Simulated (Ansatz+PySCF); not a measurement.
The numbers below are computed, except where a source is named.
Input for PySCF 2.14.0:

```python
from pyscf import gto, scf, cc

mol = gto.M(atom="""
Be 1.384370 0.000000 0.969340
C 0.000000 0.000000 0.000000
F -1.064900 0.000000 0.745650
""", basis='sto-3g', charge=1, spin=0)
mf = scf.UHF(mol)
mf.kernel()
mycc = cc.CCSD(mf, frozen=3).run()
et = mycc.ccsd_t()
print(mf.e_tot, mycc.e_corr, et, mycc.e_tot + et)
```

The script is written out from the run's settings.

The run gave:

| Item | Value |
| --- | --- |
| Converged | yes |
| Reference energy | -149.42993 hartree |
| CCSD correlation energy | -0.15913 hartree |
| Triples correction | -0.02122 hartree |
| Total energy | -149.61029 hartree |
| Spin squared of the determinant | 0.000 |

The reference isn't the lowest determinant (another lies 1.57 eV lower), but the same method gives a higher total on the lower determinant. Caution: large amplitudes, a single reference is doubtful.
